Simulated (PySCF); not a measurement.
Excitations are Tamm–Dancoff values on a coarser integration grid. The basis has no diffuse functions, so Rydberg states are missing or too high.

**HAlBr$_{2}$S, SMILES `[SH][Al]([Br])[Br]` (H–S–Al–Br torsion 180°) (charge 0, multiplicity 1)**

Level of theory: r2SCAN-D4/def2-TZVP (PySCF 2.14.0).

```yaml
HOMO: -7.29 eV
dipole_moment: 0.97 D
HOMO–LUMO gap: 5.60 eV
LUMO: -1.69 eV
S1 excitation (TDA): 5.60 eV
S1 oscillator strength: 0.011
T1 excitation (TDA): 5.12 eV
S1–T1 gap (TDA): 0.48 eV
total_energy: -157544.83 eV
cost: about 4 core-minutes (a rough figure)
```

```xyz
5

S      1.6108    -0.6882    -0.0080
Al    -0.4823    -0.1419     0.0138
Br    -2.0080    -1.7755     0.0963
Br    -1.1210     2.0061    -0.0445
H      2.0005     0.5996    -0.0576
```
Charge 0, spin multiplicity 1.
